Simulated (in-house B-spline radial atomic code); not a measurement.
**Ionising Cr⁶⁺ with different functionals**

Computed with an all-electron radial atomic-structure program (B-spline basis): scalar-relativistic (spin-free X2C) Hamiltonian, Fermi nucleus of rms radius 3.6452 fm, spin-polarised at highest spin, spherical fractional occupations for the functionals, and exact exchange of hybrids averaged over the configuration. The ionisation energy is the difference of two self-consistent energies, [Ne] 3s2 3p6 → [Ne] 3s2 3p5, without Breit or QED terms; ε is the level of the shell that loses the electron (its least bound occupied spin orbital).

| method | rung | ΔSCF (eV) | -ε(3p) (eV) |
| --- | --- | --- | --- |
| PBE0 | global hybrid | 160.62 | 151.95 |
| B3LYP | global hybrid | ? | ? |
| TPSSh | global hybrid | 160.81 | 150.25 |
| BHandHLYP | global hybrid | 160.53 | 155.11 |
| r2SCAN0 | global hybrid | 161.18 | 152.69 |
| B97-1 | global hybrid | 160.57 | 151.33 |
| HSE06 | range-separated hybrid | 160.60 | 151.51 |
| wB97X | range-separated hybrid | 160.50 | 154.28 |
| CAM-B3LYP | range-separated hybrid | ? | ? |
| LC-wPBE | range-separated hybrid | 160.62 | 154.32 |

Question: What does CAM-B3LYP give?

Answer: ΔSCF 160.55 eV, and -ε(3p) = 153.29 eV.

Question: What does B3LYP give?

Answer: ΔSCF 160.62 eV, and -ε(3p) = 151.30 eV.

Question: Among the functionals, which spreads more, the ΔSCF values or the orbital energies?

Answer: The orbital energies: ΔSCF values span about 0.68 eV and the orbital energies 4.86 eV; here energy differences depend much less on the functional than eigenvalues do.

Question: How do they compare with the NIST value?

Answer: NIST lists 160.29 eV ± 0.06 (semi-empirical, ground level to ground level). Errors run from +0.21 to +0.89 eV; wB97X is closest (+0.21 eV), though others lie within the uncertainty of it, and part of that can be cancellation, since the calculations leave out spin-orbit coupling, Breit-QED terms, multiplet and fine-structure energies.
